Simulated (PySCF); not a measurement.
C2H, doublet, at a GFN2-xTB geometry. Base run: PBE0/pcseg-1 in PySCF.

Geometry (Å):
```xyz
3

C      0.0000     0.0000    -0.4687
C      0.0000     0.0000     0.7233
H      0.0000     0.0000    -1.5277
```
Charge 0, spin multiplicity 2.
Orbitals are unrestricted.
All else is at PySCF's defaults.
Base energy -76.49220 Eh.

Each row names what was changed in the base input (with any setting that the change needs).

```csv
change,ΔE vs base (mEh),SCF cycles,<S^2>,outcome
base,0.000,10,0.784,converged
init_guess = huckel,0.000,11,0.784,converged
damp = 0.5; diis_start_cycle = 5,0.000,13,0.784,converged
init_guess = 1e,0.000,12,0.784,converged
diis_space = 20,0.000,10,0.784,converged
diis = off (with mf.max_cycle = 100),-,100,-,not converged
level_shift = 1.0 (with mf.max_cycle = 100),0.000,31,0.784,converged
diis = off; damp = 0.3 (with mf.diis_start_cycle = 200; with mf.max_cycle = 150),-,150,-,not converged
conv_tol = 1e-4,0.000,7,0.783,converged
level_shift = 0.3 (with mf.max_cycle = 100),0.000,16,0.784,converged
init_guess = atom,0.000,10,0.784,converged
conv_tol = 1e-12,0.000,12,0.784,converged
solver = newton; init_guess = 1e,0.000,-,0.784,converged
```

Open shells are given as the SCF converged; they aren't shown to be the lowest states, and a large step between rows can be another state.
